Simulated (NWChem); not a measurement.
Molecule: BH3Se; SMILES B[SeH]

Program: NWChem. Coordinates come from a PBE-D3(BJ)/def2-SVP optimisation. Ions are spin-unrestricted doublets at the neutral geometry; other ion states weren't tried.

For level B3LYP/def2-SVPD:

```
Quantity       Value
-------------  -----
−ε(HOMO) (eV)   7.69
```

Task: What are these values for level PBE/def2-SVPD?

Result: 
- −ε(HOMO) (eV): 6.90
